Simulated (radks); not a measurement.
Question: The mean radii <r> (bohr) of the occupied orbitals of an atom or ion are listed with their occupations. Method: scalar-relativistic Kohn-Sham, Slater X-alpha with alpha = 0.869, spin-polarised, spherical densities, point nucleus; computed with a radial shooting solver on a logarithmic mesh with Libxc functionals.

orbital  occ.      <r>
1s down     1  0.03341
1s up       1  0.03341
2s up       1   0.1453
2s down     1   0.1453
2p up       3   0.1265
2p down     3   0.1265
3s up       1   0.4009
3s down     1   0.4007
3p up       3   0.4005
3p down     3   0.4003
3d up       5   0.3804
3d down     5   0.3800
4s up       1    1.008
4s down     1    1.003
4p up       3    1.107
4p down     3    1.102
4d up       5    1.460
4d down     1    1.484

Name the element and its charge. Open shells, if any, are filled with parallel spins first.

Answer: Z = 44, ruthenium, charge +2: Ru2+ in [Kr] 4d6. The 1s radius gives Z: for a bare nucleus <r> = (2 gamma + 1)/(2Z) with gamma = sqrt(1 - (Z/c)^2), 0.03289 bohr for Z = 44, and screening makes it slightly larger (0.03341 here). The occupations add up to 42, and the charge is Z minus that.
